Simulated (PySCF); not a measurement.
A calculated (UHF, PySCF 2.14, ANO-RCC-VTZP, the spin-free X2C one-electron Hamiltonian (Gaussian nucleus)) atom or ion has these occupied shells.

```
shell  electrons  orbital energy (eV)  rms radius, mean of both spins (bohr)
 1s α          1             -86000.8                                 0.0184
 1s β          1             -86000.8                                 0.0184
 2s α          1             -15479.4                                 0.0743
 2s β          1             -15479.2                                 0.0743
 2p α          3             -13378.6                                 0.0684
 2p β          3             -13378.4                                 0.0684
 3s α          1              -3776.5                                  0.189
 3s β          1              -3776.4                                  0.189
 3p α          3              -3159.3                                  0.192
 3p β          3              -3159.2                                  0.192
 3d α          5              -2487.4                                  0.176
 3d β          5              -2487.3                                  0.176
 4s α          1              -892.01                                  0.416
 4s β          1              -891.73                                  0.416
 4p α          3              -685.30                                  0.443
 4p β          3              -685.01                                  0.443
 4d α          5              -431.86                                  0.471
 4d β          5              -431.48                                  0.471
 5s α          1              -166.87                                  0.939
 5s β          1              -165.03                                  0.939
 4f α          7              -152.38                                  0.509
 4f β          7              -152.13                                  0.509
 5p α          3              -107.54                                   1.07
 5p β          3              -105.04                                   1.07
 5d α          5              -35.776                                   1.43
 5d β          4              -34.558                                   1.43
 6s α          1              -22.899                                   2.52
 6s β          1              -20.490                                   2.52
 6p α          1              -13.638                                   3.26
```

Name the element and its charge.

Tl⁺ (thallium, charge +1), in [Xe] 4f14 5d9 6s2 6p1, one real determinant (an excited configuration).
